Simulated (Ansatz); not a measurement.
Abridged output of a molecular run in Ansatz:

```
Functional definition: HF
1050 factors; integrals over basis functions are off by at most 1.5e-3 eV
mean field evaluation 1: about -22034.7142 eV, gradient 4.5e1 eV
mean field evaluation 2: about -22034.7245 eV, gradient 4.5e1 eV
mean field evaluation 4: about -22039.1770 eV, gradient 3.3e0 eV
mean field evaluation 8: about -22039.2208 eV, gradient 3.1e-4 eV
mean field -22039.22078775 eV, -809.9264252293 hartree, gradient 1.7e-6 eV, S^2 0.000000; 0 other end points of the search recorded, 0 dependent functions left out
13 core orbitals not correlated: weight in the atoms' cores, before any rotation towards them, 1.000 or more for the frozen orbitals, at most 0.000 for the correlated occupied ones
reference -22039.22078775 eV, -809.9264252293 hartree; 15, 15 occupied and 80, 80 virtual orbitals, 1050 factors
second order -18.77826265 eV of doubles, -0.00000000 eV of singles
cycle   1  -19.54490037 eV  change   -7.7e-1 eV  update   9.4e-2
cycle   2  -19.99741761 eV  change   -4.5e-1 eV  update   2.8e-2
cycle   3  -20.10974356 eV  change   -1.1e-1 eV  update   1.5e-2
cycle   4  -20.10662029 eV  change    3.1e-3 eV  update   3.5e-3
cycle   5  -20.10515547 eV  change    1.5e-3 eV  update   1.4e-3
cycle   6  -20.10513514 eV  change    2.0e-5 eV  update   4.7e-4
cycle   7  -20.10489663 eV  change    2.4e-4 eV  update   1.4e-4
cycle   8  -20.10489002 eV  change    6.6e-6 eV  update   5.2e-5
cycle   9  -20.10490332 eV  change   -1.3e-5 eV  update   1.6e-5
perturbative correction -0.50098437 eV, -0.0184108361 hartree
Total energy: -22059.82667544 eV, -810.6836776347 hartree
```

Its atoms:

Cartesian coordinates in Å:
```
C 1.084 1.050 1.182
N 0.529 0.834 -0.137
Al -0.526 -0.467 -0.667
O -1.031 -0.479 -2.282
S -1.111 -1.981 0.802
H 0.760 2.001 1.620
H 0.757 0.259 1.862
H 2.180 1.036 1.181
H 0.812 1.544 -0.796
H -1.603 -1.130 -2.680
H -1.851 -2.667 -0.085
```

(1) Which basis set was used?
A. def2-SVP
B. cc-pV(T+d)Z
C. def2-TZVPP
D. def2-QZVPP

(2) Write the keys of the input that set method, charge and spin (a neutral closed shell needs none for the last two).

Results:

(1) A. It gives 108 functions.

(2) 
```yaml
correlation: {method: ccsd_t}
```
